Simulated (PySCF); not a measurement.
Potential energy of RuN along the bond

Set-up: basis Ru cc-pVDZ-PP with ECP28, N cc-pVDZ; scalar-relativistic core potentials; PySCF 2.14. Energies in eV from Ru (4d7 5s1) + N in their ground configurations at the same level. State: quartet, unpaired electrons σ ↑, π ↑, δ ↑, a mixture of terms (⟨Lz²⟩ = 5.0).

All columns are PBE0. A positive dipole means Ru(−)N(+).

```json
{"R (Å)": "1.404", "E (eV)": "-1.693", "μ (D)": "-1.11", "Mulliken charge on Ru (basis-dependent)": "0.00", "HOMO (eV)": "-4.86", "LUMO (eV)": "-3.20", "Mayer bond order": "3.28", "⟨S²⟩": "3.76"}
{"R (Å)": "1.470", "E (eV)": "-2.793", "μ (D)": "-1.62", "Mulliken charge on Ru (basis-dependent)": "0.02", "HOMO (eV)": "-5.10", "LUMO (eV)": "-3.04", "Mayer bond order": "3.19", "⟨S²⟩": "3.76"}
{"R (Å)": "1.535", "E (eV)": "-3.397", "μ (D)": "-2.08", "Mulliken charge on Ru (basis-dependent)": "0.05", "HOMO (eV)": "-5.33", "LUMO (eV)": "-2.89", "Mayer bond order": "3.10", "⟨S²⟩": "3.76"}
{"R (Å)": "1.584", "E (eV)": "-3.609", "μ (D)": "-2.39", "Mulliken charge on Ru (basis-dependent)": "0.07", "HOMO (eV)": "-5.48", "LUMO (eV)": "-2.90", "Mayer bond order": "3.04", "⟨S²⟩": "3.77"}
{"R (Å)": "1.633", "E (eV)": "-3.665", "μ (D)": "-2.68", "Mulliken charge on Ru (basis-dependent)": "0.09", "HOMO (eV)": "-5.62", "LUMO (eV)": "-2.97", "Mayer bond order": "2.97", "⟨S²⟩": "3.78"}
{"R (Å)": "1.682", "E (eV)": "-3.604", "μ (D)": "-2.93", "Mulliken charge on Ru (basis-dependent)": "0.12", "HOMO (eV)": "-5.75", "LUMO (eV)": "-3.02", "Mayer bond order": "2.89", "⟨S²⟩": "3.81"}
{"R (Å)": "1.747", "E (eV)": "-3.399", "μ (D)": "-3.22", "Mulliken charge on Ru (basis-dependent)": "0.15", "HOMO (eV)": "-5.90", "LUMO (eV)": "-3.01", "Mayer bond order": "2.75", "⟨S²⟩": "3.88"}
{"R (Å)": "1.829", "E (eV)": "-3.029", "μ (D)": "-3.51", "Mulliken charge on Ru (basis-dependent)": "0.18", "HOMO (eV)": "-6.04", "LUMO (eV)": "-2.88", "Mayer bond order": "2.53", "⟨S²⟩": "4.05"}
{"R (Å)": "1.927", "E (eV)": "-2.524", "μ (D)": "-3.75", "Mulliken charge on Ru (basis-dependent)": "0.22", "HOMO (eV)": "-6.20", "LUMO (eV)": "-2.84", "Mayer bond order": "2.27", "⟨S²⟩": "4.26"}
{"R (Å)": "2.058", "E (eV)": "-1.855", "μ (D)": "-3.85", "Mulliken charge on Ru (basis-dependent)": "0.24", "HOMO (eV)": "-6.24", "LUMO (eV)": "-2.74", "Mayer bond order": "1.91", "⟨S²⟩": "4.49"}
```

A fit through these points gives, at Re = 1.630 Å, μ = -2.66 D and dμ/dR = -5.55 D/Å; the reduced mass is 12.31 u.

How strong is the fundamental in the double-harmonic approximation, I = 42.26·(dμ/dR)²/μred km/mol?

I = 42.26·(-5.55)²/12.31 = 106 km/mol at PBE0.

The metal atom is held in its measured ground configuration; semilocal functionals can put another filling of s and d lower by some tenths of an eV, and De to that atom would be smaller. ⟨S²⟩ of the unrestricted solution departs from its pure value on part of the curve, where spin states mix. Spin–orbit coupling is left out, which matters for elements this heavy, above all for dissociation energies. The state is the lowest single determinant that the PBE0 search found; with open d or f shells the true ground state can be another one.
